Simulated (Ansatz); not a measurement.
System: CSi, charge 0, triplet. CSi (SMILES [C]=[Si], triplet).
B3LYP-D3(BJ)/def2-TZVP minimum from Ansatz (an electronic-structure program):
```
Si
C 1 1.7136
```
Charge 0, spin multiplicity 3.

Total energies in cc-pV(5+d)Z, 8 correlated electrons, 6 frozen orbitals. Radicals and triplets start from unrestricted determinants; spin-orbit coupling is neglected. Correlated methods leave the cores frozen. No relativity. The UHF reference of CSi ([C]=[Si], triplet) is spin-contaminated (<S^2> up to 0.53 over the pure value in the sets run).

| method | program | energy (Eh) | minus CCSDT(Q) (mEh) |
|---|---|---|---|
| HF | Ansatz | -326.65121 | 238.98 |
| MP2 | Ansatz | -326.83044 | 59.75 |
| CCSD | Ansatz | -326.87074 | 19.44 |
| CCSD(T) | Ansatz | -326.88561 | 4.58 |
| CCSDT(Q) | Ansatz | -326.89019 | 0.00 |

Rough core times of Ansatz's runs on a shared machine: CCSD(T) 7 min, CCSDT(Q) 3 h.
